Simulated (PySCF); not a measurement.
Species: C8H8Se.
SMILES: `C1c2ccccc2[Se]C1`

The closed-shell ground state was solved at several levels (PySCF, density fitting, gas phase). One conformer (not necessarily the lowest) at the PBE0-D3(BJ)/def2-SVP geometry, without solvent, vibrations or thermal averaging. The calculation is non-relativistic and has no spin–orbit coupling, an omission that weighs most on selenium.

```csv
level,basis functions,HOMO (eV),LUMO (eV),gap (eV),dipole (D)
wB97X-D/pcSseg-1,217,-7.58,1.38,8.96,1.56
PBE0/pcSseg-1,217,-5.85,-0.35,5.50,1.54
```

(1) Estimate the row for PBE0/def2-SVPD, a basis of 265 functions; the other rows only guide the guess.

(2) Over all these levels, which gives the widest orbital gap and which the narrowest?

(3) How far do the dipole and the HOMO energy spread over the levels?

Answers

(1) HOMO -5.85 eV, LUMO -0.43 eV, gap 5.42 eV, dipole 1.60 D.

(2) wB97X-D/pcSseg-1 (range-separated hybrid) has the widest, 8.96 eV, and PBE0/def2-SVPD (global hybrid, 25 % exact exchange) the narrowest, 5.42 eV. Functional and basis both differ between the two, so the spread mixes both effects.

(3) The dipole runs from 1.54 to 1.60 D (mean 1.57 D) and the HOMO from -7.58 to -5.85 eV.
